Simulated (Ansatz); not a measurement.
`[NH2][Sn]([F])([F])[SeH]` and `[NH2][Sn]([NH2])([F])[F]` differ in one atom or group.

Ansatz, PBE0-D4/def2-TZVP geometries, multiplicity 1. Each molecule was computed in one conformer, which needn't be the lowest.

Elements past krypton have def2 core potentials. Scalar relativity is left out up to krypton.

```json
{"property": "size of the dipole moment (ωB97M-V/def2-TZVPP) / D", "`[NH2][Sn]([F])([F])[SeH]`": "2.66"}
{"property": "HOMO–LUMO gap (PBE/def2-TZVPP) / eV", "`[NH2][Sn]([F])([F])[SeH]`": "3.74"}
{"property": "ideal-gas entropy at 298 K and 1 bar (rigid rotor, harmonic PBE0-D4/def2-TZVP) / J/(mol·K)", "`[NH2][Sn]([F])([F])[SeH]`": "401"}
{"property": "HOMO energy (ωB97M-V/def2-TZVPP) / eV", "`[NH2][Sn]([F])([F])[SeH]`": "-10.12"}
{"property": "size of the dipole moment (B3LYP/def2-TZVPP) / D", "`[NH2][Sn]([F])([F])[SeH]`": "2.71"}
{"property": "HOMO energy (PBE/def2-TZVPP) / eV", "`[NH2][Sn]([F])([F])[SeH]`": "-6.71"}
```

Give the same properties after the change, and the shifts. (Best estimate.)

Computed: 
| property | `[NH2][Sn]([NH2])([F])[F]` | shift |
| --- | --- | --- |
| size of the dipole moment (ωB97M-V/def2-TZVPP) / D | 2.43 | -0.23 |
| HOMO–LUMO gap (PBE/def2-TZVPP) / eV | 4.38 | 0.64 |
| ideal-gas entropy at 298 K and 1 bar (rigid rotor, harmonic PBE0-D4/def2-TZVP) / J/(mol·K) | 370 | -31 |
| HOMO energy (ωB97M-V/def2-TZVPP) / eV | -10.74 | -0.62 |
| size of the dipole moment (B3LYP/def2-TZVPP) / D | 2.50 | -0.21 |
| HOMO energy (PBE/def2-TZVPP) / eV | -6.82 | -0.11 |

With PBE0 the HOMO falls by 0.40 eV and the LUMO rises by 0.60 eV, so the gap widens by about 1.00 eV. PBE moves the HOMO by -0.11 eV and ωB97M-V by -0.62 eV. The zero-point energy changes by 46.0 kJ/mol with +3 modes. Dipoles are sizes alone; their direction can turn.

B3LYP here is the variant with VWN-RPA as its local correlation; programs differ in this.

Spin–orbit coupling is left out; it splits and shifts lone-pair levels of the heavy atoms by tenths of an eV.
